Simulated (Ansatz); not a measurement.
The cluster K₄Bi₂⁺, relaxed as a doublet with UKS r2SCAN-D4/def2-SVP in Ansatz, starting from the GFN1-xTB geometry. Force threshold 0.02 eV/Å.

In the def2 sets Bi takes a core potential; there is no spin–orbit coupling. The relaxation made no stability test and no search for a lower SCF solution. The structure comes from a short search, and lower isomers may exist.

Start:

```xyz
6

K     0.457    2.066   -1.663
K    -1.832   -1.064   -3.241
K     0.642   -2.633   -0.283
K    -1.766    0.074    0.539
Bi    1.164    2.076    1.979
Bi    1.334   -0.518    2.670
```

```csv
step,energy (eV),largest force component (eV/Å),SCF passes
1,-76971.6248,0.585,72
2,-76971.7761,0.458,47
3,-76971.9757,0.213,43
4,-76972.0688,0.108,49
5,-76972.1340,0.135,55
6,-76972.1896,0.221,46
7,-76972.2906,0.266,45
8,-76972.3983,0.236,56
9,-76972.4834,0.149,44
10,-76972.5357,0.077,41
11,-76972.5834,0.091,38
13,-76972.6923,0.145,34
15,-76972.8314,0.220,33
17,-76972.9858,0.216,33
19,-76973.2201,0.347,32
21,-76973.4330,0.154,55
23,-76973.5442,0.105,30
25,-76973.6360,0.124,28
27,-76973.7774,0.248,29
29,-76973.9121,0.067,30
31,-76973.9214,0.024,31
33 (rejected),-76973.9222,0.026,31
35,-76973.9242,0.008,30
36,-76973.9245,0.001,30
```

Force components are those of the run's own axes.

End:

```xyz
6

K     2.6737    1.5760   -0.7503
K    -2.4348    0.4279   -2.1661
K     2.0529   -3.4162    0.3473
K    -1.8850    0.0550    2.5558
Bi   -0.5415    2.1555    0.1804
Bi    0.1347   -0.7983   -0.1671
```

Bonds lost: K1–K2, K1–K4, K2–K3, K3–K4 (atoms count from 1). Bonds formed: K1–Bi6, K2–Bi5, K2–Bi6 (atoms count from 1). Metal–metal contacts that move far: K2–K4 3.95 to 4.77 Å.

The force fell under the threshold at step 32, but the optimiser went on. No frequencies were taken in this run, so the end may be a saddle point.

Run time 9.6 min (4 threads of Arm Neoverse V1 on a shared host).
